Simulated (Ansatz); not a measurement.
C5H5Ga (`C#[C][Ga]([CH3])[C]#C`). The species carries charge 0 and has multiplicity 1. The geometry is a stationary point of PBE0-D4/def2-TZVP.

```xyz
11

C    -2.816    0.404    1.189
C    -1.709    0.247    0.727
Ga    0.020   -0.017   -0.052
C     0.215   -0.577   -1.910
C     1.525    0.301    1.089
C     2.497    0.492    1.782
H    -3.788    0.546    1.603
H    -0.307   -1.524   -2.069
H    -0.248    0.161   -2.569
H     1.262   -0.696   -2.189
H     3.349    0.663    2.399
```

**Question.** What is the dipole moment at ωB97M-V/def2-TZVPP? (Estimate.)

**Answer.** Ansatz gave: 0.55 D, with components (0.05, -0.16, -0.52) D in this frame, pointing from negative to positive charge.

**Question.** And with PBE, r2SCAN, B3LYP? (An estimate is asked.)

**Answer.** The calculation gave: PBE 0.57 D, r2SCAN 0.54 D, B3LYP 0.55 D.

**Question.** Give the Mulliken charges with ωB97M-V, B3LYP, r2SCAN in def2-TZVPP. (An estimate is asked.)

**Answer.** Ansatz gave: 
| atom | ωB97M-V | B3LYP | r2SCAN |
| --- | --- | --- | --- |
| C1 | -0.06 | 0.01 | -0.10 |
| C2 | -0.38 | -0.44 | -0.35 |
| Ga3 | 0.52 | 0.47 | 0.54 |
| C4 | -0.47 | -0.41 | -0.32 |
| C5 | -0.37 | -0.44 | -0.35 |
| C6 | -0.06 | 0.02 | -0.10 |
| H7 | 0.23 | 0.24 | 0.22 |
| H8 | 0.12 | 0.10 | 0.07 |
| H9 | 0.12 | 0.10 | 0.07 |
| H10 | 0.13 | 0.11 | 0.08 |
| H11 | 0.23 | 0.25 | 0.22 |

B3LYP here is the variant with VWN-RPA as its local correlation; programs differ in this.
